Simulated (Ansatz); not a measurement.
Consider the formal hydrolysis of the Al–C bond: `F[CH2][AlH][SiH3]` + H₂O → `[OH][AlH][SiH3]` + `CF`.

Gas-phase electronic energies from Ansatz, PBE0-D4/def2-TZVP geometries. CBS: MP2 limit from def2 TZ/QZ plus the TZ coupled-cluster correction, frozen cores. This one scheme is used for every species. Functionals use def2-TZVPP. B3LYP here is the variant with VWN-RPA as its local correlation; programs differ in this. Each species was taken in one conformer, which may not be the lowest.

| level | ΔE (kJ/mol) |
| --- | --- |
| BHLYP-D4 | -170.4 |
| B3LYP | -168.2 |

Task: What does CCSD(T)/CBS give? (Estimate.)

Result: Ansatz gave: -163.0 kJ/mol. The listed levels differ from it by -7.4, -5.2 kJ/mol.

Largest T1 diagnostic among the species: 0.014.

The D4 term adds +3.3 kJ/mol with B3LYP and +1.9 kJ/mol with PBE0; it sums over pairs of atoms, weighted by their polarisabilities, and B3LYP, whose exchange is more repulsive, gets the larger term. Leaving LDA and LC-ωPBE aside and taking each functional with its dispersion term where it has one, the values, not all of them listed here, spread over 19.5 kJ/mol, from B2PLYP to revPBE-D4. From BLYP to BHLYP (50 % exact exchange), in def2-TZVPP and without D4, ΔE moves by −7.4 kJ/mol.
